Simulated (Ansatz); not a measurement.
Isolated molecules relaxed with PBE0-D4/def2-TZVP in Ansatz; ΔE leaves out vibrations. CCSD(T)/CBS is the MP2 limit (def2-TZVPP, def2-QZVPP) plus CCSD(T) − MP2 in def2-TZVPP, frozen cores. This one scheme is used for every species. Functionals use def2-TZVPP. B3LYP here is the variant with VWN-RPA as its local correlation; programs differ in this. One conformer a species, not always the lowest.

`C[SiH2][AlH][O][SiH3]` + HCl → `C[SiH2]Cl` + `[AlH2][O][SiH3]`  (cleavage of the Si–Al bond)

`C[SiH2][AlH][O][SiH3]`:

Cartesian coordinates in Å:
```
C -1.628 -1.040 -0.837
Si -1.929 0.461 0.258
Al 0.138 1.420 1.166
O 1.599 0.733 0.661
Si 2.681 -0.212 -0.096
H -1.134 -1.837 -0.277
H -2.569 -1.432 -1.230
H -0.986 -0.781 -1.682
H -2.842 0.087 1.381
H -2.657 1.509 -0.520
H 0.251 2.630 2.184
H 3.336 -1.121 0.883
H 2.019 -1.042 -1.141
H 3.722 0.625 -0.749
```

HCl:

Cartesian coordinates in Å:
```
Cl -0.423 -0.058 0.476
H 0.423 0.058 -0.476
```

`C[SiH2]Cl`:

Z-matrix (Å, degrees):
```
C
Si 1 1.857
H 1 1.092 2 110.8
H 1 1.094 2 110.0 3 119.8
H 1 1.092 2 110.8 3 -120.4
Cl 2 2.062 1 109.6 3 60.1
H 2 1.483 1 111.6 3 178.7
H 2 1.483 1 111.5 3 -58.5
```

`[AlH2][O][SiH3]`:

```xyz
8

Al    1.560    0.589    0.846
O     0.150    0.057    0.100
Si   -1.197   -0.453   -0.648
H     2.132   -0.268    2.043
H     2.227    1.916    0.309
H    -2.394    0.142    0.004
H    -1.298   -1.935   -0.575
H    -1.179   -0.049   -2.079
```

```tsv
level	ΔE (kJ/mol)	difference from CCSD(T)/CBS
PBE-D4	-82.6	17.8
r2SCAN-D4	-99.3	1.1
PBE0-D4	-89.3	11.1
B3LYP-D4	-99.2	1.2
ωB97X-V	-101.8	-1.4
ωB97M-V	-108.2	-7.8
B2PLYP	-106.4	-6.0
PBE	-86.0	14.4
r2SCAN	-100.9	-0.5
PBE0	-92.8	7.6
B3LYP	-104.0	-3.6
HF/def2-TZVPP	-123.5	-23.1
MP2/def2-TZVPP	-108.5	-8.1
SCS-MP2/def2-TZVPP	-109.4	-9.0
CCSD/def2-TZVPP	-99.2	1.2
CCSD(T)/def2-TZVPP	-96.3	4.1
HF/def2-QZVPP	-124.7	-24.3
MP2/def2-QZVPP	-111.3	-10.9
SCS-MP2/def2-QZVPP	-112.2	-11.8
HF/CBS(def2)	-124.8	-24.4
MP2/CBS(def2)	-112.6	-12.2
CCSD/CBS(def2)	-103.4	-3.0
CCSD(T)/CBS	-100.4	0
```

Largest T1 diagnostic among the species: 0.012.

From PBE to PBE0 (25 % exact exchange), in def2-TZVPP and without D4, ΔE moves by −6.9 kJ/mol. In def2-TZVPP, CCSD(T) changes the Hartree–Fock value by +27.2 kJ/mol (the triples alone add +2.9 kJ/mol) and MP2 by +15.0 kJ/mol. The D4 term adds +4.8 kJ/mol with B3LYP and +3.5 kJ/mol with PBE0; it sums over pairs of atoms, weighted by their polarisabilities, and B3LYP, whose exchange is more repulsive, gets the larger term.
